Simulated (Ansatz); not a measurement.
Cartesian coordinates in Å:
```
Si -1.9073 -0.0779 1.7104
Sn -0.0003 -0.0017 -0.0001
Si 0.2179 2.3770 -0.9292
Si -0.5061 -1.6244 -1.9182
Si 2.1953 -0.6760 1.1369
H -1.6276 0.8546 2.8350
H -3.1898 0.3198 1.0704
H -2.0553 -1.4528 2.2582
H 1.3237 2.4428 -1.9218
H 0.5085 3.3353 0.1707
H -1.0459 2.7884 -1.5970
H 0.5783 -1.5746 -2.9351
H -1.7907 -1.2615 -2.5745
H -0.6116 -3.0157 -1.4029
H 2.0964 -2.0607 1.6709
H 3.3184 -0.6206 0.1633
H 2.4962 0.2478 2.2632
```

The species carries charge 0 and has multiplicity 1. Sn takes the def2 core potential.

Task: List the B3LYP/def2-TZVPP orbital energies in eV (Ansatz 0.2.0). (Estimate.)

Result: The calculation gave: Occupied: -1799.06, -1799.06, -1799.06, -1799.06, -143.61, -143.61, -143.61, -143.61, -138.53, -98.94, -98.94, -98.94, -98.93, -98.91, -98.91, -98.91, -98.91, -98.91, -98.91, -98.91, -98.91, -93.35, -93.35, -93.35, -27.58, -27.58, -27.58, -27.52, -27.52, -15.76, -14.67, -14.67, -14.67, -12.10, -9.91, -9.91, -9.91, -9.75, -9.75, -9.65, -9.65, -9.65, -7.41, -7.41, -7.41. Lowest empty: -0.68, -0.56, -0.56, -0.56, -0.23, -0.23, 0.51, 1.25.

B3LYP here is the variant with VWN-RPA as its local correlation; programs differ in this.
